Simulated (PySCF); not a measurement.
AlI₃, charge -1, doublet, at a GFN2-xTB geometry (such geometries of metal compounds can be far from the true shape) (a state made from the parent by changing its charge; the spin is typed, not shown lowest) (core potentials on I), with bond 3-1 at 1.8 times its length; PBE0/def2-SVP in PySCF.

The PySCF input:
```python
from pyscf import gto, scf, dft

mol = gto.Mole()
mol.atom = '''
    Al   -0.000055   -0.018048    0.009502
    I    -2.214325   -1.527828   -0.069272
    I     0.013049    4.245298   -2.235024
    I     2.207113   -0.818222    1.304398
'''
mol.basis = 'def2-svp'
mol.ecp = {'I': 'def2-svp'}
mol.charge = -1
mol.spin = 1
mol.verbose = 4
mol.build()

mf = dft.UKS(mol)
mf.xc = 'pbe0'
mf.kernel()
mo_i, mo_e, stable_i, stable_e = mf.stability(internal=True, external=False, return_status=True, nroots=6, tol=1e-6)
print('internally stable:', stable_i, ' externally stable:', stable_e)
if not stable_i:
    umf = mf.copy()
    umf.scf_summary = {}
    umf.kernel(umf.make_rdm1(mo_i, mf.mo_occ))
```

### Question
Write the output that PySCF gives for this input, abridged.

### Answer

```
PySCF version 2.14.0

[INPUT] verbose = 4
[INPUT] num. atoms = 4
[INPUT] num. electrons = 89
[INPUT] charge = -1
[INPUT] spin (= nelec alpha-beta = 2S) = 1
[INPUT] symmetry False subgroup None
[INPUT] Mole.unit = angstrom
[INPUT] Symbol           X                Y                Z      unit          X                Y                Z       unit  Magmom
[INPUT]  1 Al    -0.000055000000  -0.018048000000   0.009502000000 AA   -0.000103934937  -0.034105777096   0.017956177636 Bohr   0.0
[INPUT]  2 I     -2.214325000000  -1.527828000000  -0.069272000000 AA   -4.184467800778  -2.887176485442  -0.130905108101 Bohr   0.0
[INPUT]  3 I      0.013049000000   4.245298000000  -2.235024000000 AA    0.024659036199   8.022450537164  -4.223583241830 Bohr   0.0
[INPUT]  4 I      2.207113000000  -0.818222000000   1.304398000000 AA    4.170839095967  -1.546215489094   2.464954977430 Bohr   0.0

nuclear repulsion = 335.490843109229
number of shells = 38
number of NR pGTOs = 219
number of NR cGTOs = 96
basis = def2-svp
ecp = {'I': 'def2-svp'}

******** <class 'pyscf.dft.uks.UKS'> ********
method = UKS
initial guess = minao
damping factor = 0
level_shift factor = 0
DIIS = <class 'pyscf.scf.diis.CDIIS'>
diis_start_cycle = 1
diis_space = 8
diis_damp = 0
SCF conv_tol = 1e-09
SCF conv_tol_grad = None
SCF max_cycles = 50
direct_scf = True
direct_scf_tol = 1e-13
number electrons alpha = 45  beta = 44
XC library pyscf.dft.libxc version 7.1.2
    S. Lehtola, C. Steigemann, M. J. T. Oliveira, and M. A. L. Marques,  SoftwareX 7, 1–5 (2018)
XC functionals = pbe0
    C. Adamo and V. Barone,  J. Chem. Phys. 110, 6158 (1999)
    M. Ernzerhof and G. E. Scuseria,  J. Chem. Phys. 110, 5029 (1999)
radial grids:
    Treutler-Ahlrichs [JCP 102, 346 (1995); DOI:10.1063/1.469408] (M4) radial grids

becke partition: Becke, JCP 88, 2547 (1988); DOI:10.1063/1.454033
pruning grids: <function nwchem_prune>
grids dens level: 3
symmetrized grids: False
atomic radii adjust function: <function treutler_atomic_radii_adjust>
small_rho_cutoff = 0
Set gradient conv threshold to 3.16228e-05
tot grids = 85056
init E= -1041.1546965492

cycle= 1 E= -1131.2011084526  delta_E=  -90  |g|= 3.46  |ddm|= 10.1
cycle= 2 E= -1125.77934039824  delta_E= 5.42  |g|= 3.41  |ddm|= 14.9
cycle= 3 E= -1132.33396018104  delta_E= -6.55  |g|= 1.21  |ddm|= 18.9
cycle= 4 E= -1128.33117382056  delta_E=    4  |g|= 1.62  |ddm|= 14.4
cycle= 5 E= -1135.46134760044  delta_E= -7.13  |g|= 0.307  |ddm|= 4.33
cycle= 6 E= -1135.53434565469  delta_E= -0.073  |g|= 0.169  |ddm|= 0.908
cycle= 7 E= -1135.56231702717  delta_E= -0.028  |g|= 0.0297  |ddm|= 0.412
cycle= 8 E= -1135.56090500776  delta_E= 0.00141  |g|= 0.0624  |ddm|= 0.421
cycle= 9 E= -1135.56340804527  delta_E= -0.0025  |g|= 0.0408  |ddm|= 0.0683
cycle= 10 E= -1135.56476943985  delta_E= -0.00136  |g|= 0.0243  |ddm|= 0.0619
cycle= 11 E= -1135.56554993352  delta_E= -0.00078  |g|= 0.00324  |ddm|= 0.0992
cycle= 12 E= -1135.56555885931  delta_E= -8.93e-06  |g|= 0.000561  |ddm|= 0.00725
cycle= 13 E= -1135.56555908555  delta_E= -2.26e-07  |g|= 0.000456  |ddm|= 0.00246
cycle= 14 E= -1135.56555936835  delta_E= -2.83e-07  |g|= 4.23e-05  |ddm|= 0.00164
cycle= 15 E= -1135.56555937339  delta_E= -5.04e-09  |g|= 2.29e-05  |ddm|= 0.00028
cycle= 16 E= -1135.56555937426  delta_E= -8.71e-10  |g|= 5.14e-06  |ddm|= 0.000103
Extra cycle  E= -1135.56555937429  delta_E= -3.05e-11  |g|= 5.05e-06  |ddm|= 3.32e-05
converged SCF energy = -1135.56555937429  <S^2> = 0.75368846  2S+1 = 2.0036851
uhf_internal: lowest eigs of H = [0.02412905 0.02452111 0.10230125 0.15212728 0.185787   0.19469249]
<class 'pyscf.dft.uks.UKS'> wavefunction is stable in the internal stability analysis
internally stable: True  externally stable: None
```
